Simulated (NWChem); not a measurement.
System: AlAsH$_{3}$F; SMILES [F][AlH][AsH2]

NWChem input:

```
start job
memory heap 200 mb stack 900 mb global 1100 mb
geometry units angstroms noautoz
  Al    -0.468543    -1.275981     0.021639
  As     0.270681     1.008118     0.328463
  H      0.056627     1.278486    -1.158943
  H      1.719323     0.575850     0.124911
  F      0.349487    -2.469128     0.855159
  H     -1.710503    -1.747812    -0.838451
end
basis spherical
  Al library 6-31g*
  As library 6-31g*
  H library 6-31g*
  F library 6-31g*
end
dft
  xc pbe0
  iterations 150
  mulliken
end
task dft energy
```

The geometry was optimised at PBE0/def2-SVP.

Q: Give the results of this calculation. (PBE0/6-31G* (spherical d).) Quantities: energy (Ha); highest occupied level (eV); orbital gap (eV); dipole (D).

A: 
```json
{
  "energy (Ha)": "-2579.23",
  "highest occupied level (eV)": "-7.39",
  "orbital gap (eV)": "6.22",
  "dipole (D)": "1.32"
}
```
